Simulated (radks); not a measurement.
Results of a calculation; reference values are marked as such.
Neutral tin inside a hard spherical wall (all orbitals vanish at R), configuration held at [Kr] 4d10 5s2 5p2 and not refilled when levels cross. Level of theory: scalar-relativistic Kohn-Sham, r2SCAN, spin-polarised, spherical densities, finite nucleus; open shells are filled with parallel spins first (spin-orbit coupling, left out, can overturn this in heavy ions); meta-GGA in the generalised Kohn-Sham scheme; Fermi nuclear charge, rms radius 4.6519 fm (a radial shooting solver on a logarithmic mesh with Libxc functionals). Eigenvalues in eV for spin up, with the zero of energy where the potential of the charges vanishes at infinity; a dash marks a level that is unbound or too diffuse for the functional's potential to be trusted. A positive occupied level is held by the wall or, in an anion where self-interaction has pushed it up, behind a barrier. The pressure on the wall is -dE/dV.

R (bohr)  E (hartree)  kinetic (hartree)    e(4p)    e(4d)    e(5s)   e(5p)  e(6s, empty)  e(5d, empty)  pressure (GPa)
free      -6177.91379           6450.201  -92.125  -26.491  -11.492  -4.398             -             -               0
20        -6177.91379           6450.201  -92.125  -26.491  -11.492  -4.398             -             -        < 0.0001
15        -6177.91379           6450.201  -92.124  -26.491  -11.492  -4.398         0.106         1.302        < 0.0001
12        -6177.91375           6450.201  -92.119  -26.486  -11.488  -4.394         0.430         1.741        0.000818
10        -6177.91336           6450.205  -92.085  -26.452  -11.463  -4.368         1.021         2.256          0.0116
8         -6177.90958           6450.234  -91.876  -26.247  -11.317  -4.196         2.654         3.304           0.177
6         -6177.87106           6450.461  -90.763  -25.164  -10.550  -3.145         8.441         6.375            3.29
5         -6177.77001           6450.954  -89.056  -23.524   -9.233  -1.238        16.754        10.508            16.9
3         -6175.62208           6459.200  -75.708  -10.924    8.042  21.834        93.083        47.776             980
2         -6162.45467           6505.460  -40.305   26.103   86.014  113.29        320.54        160.61           20600
